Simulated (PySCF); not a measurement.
## Computed properties of C2H4F2Si, SMILES [SiH3]/C(F)=C\F

C2H4F2Si, SMILES F/C(=C/F)[SiH3]. Coordinates come from a B3LYP-D3(BJ)/def2-SVP optimisation. The structure was generated by enumeration; whether it is a known compound was not checked. The values are those of a single conformer. All values are computed for the isolated molecule unless a solvent is named; none is compared with measurement here.

**Structure.** The optimised structure has Cs symmetry. All 21 harmonic modes at B3LYP-D3(BJ)/def2-SVP (PySCF) are real, so it is a minimum. With heavy atoms numbered as in [F:1]/[CH:2]=[C:3](/[F:4])[SiH3:5], the shortest bond between them is F1–C2 at 1.336 Å and the longest C3–Si5 at 1.887 Å.

**Vibrations.** The strongest infrared lines (harmonic, unscaled, degenerate partners summed) lie at 1183 cm⁻¹ (239 km/mol, C 63 %, F 37 %), 920 cm⁻¹ (235 km/mol, H 90 %, Si 9 %), 2237 cm⁻¹ (102 km/mol, H 96 %). The softest mode is at 75 cm⁻¹ and the zero-point energy is 32.5 kcal/mol.

**Electronic structure.** CAM-B3LYP/def2-TZVP (PySCF) places the frontier levels at -8.93 and 0.65 eV, a gap of 9.58 eV, and gives a dipole moment of 0.21 D and a mean polarisability of 51.7 bohr³. PBE/def2-TZVP (PySCF) at the same geometry gives -6.24 and -1.42 eV, so its gap is 4.76 eV narrower. An orbital gap is neither the optical nor the fundamental gap.

**Excitations.** TDA-B3LYP/def2-SVPD (PySCF) has S1 at 6.37 eV (195 nm, f = 0.000, dark); the most intense of the 10 singlets computed lies at 6.92 eV (f = 0.40). T1 (TDA) is at 4.01 eV, 2.36 eV under S1. TDA-PBE/def2-SVPD (PySCF) puts S1 at 5.94 eV. No vertical singlet excitation falls in the visible range (under 3.1 eV).

**NMR.** GIAO shifts at KT2/pcSseg-1 (PySCF) (non-relativistic, atoms alike by connectivity averaged): ¹³C from 155.1 to 158.3 ppm against TMS; ¹H from 4.5 to 8.2 ppm against TMS; ²⁹Si at -90.8 ppm against TMS; ¹⁹F from -207.1 to -191.8 ppm against CFCl3.
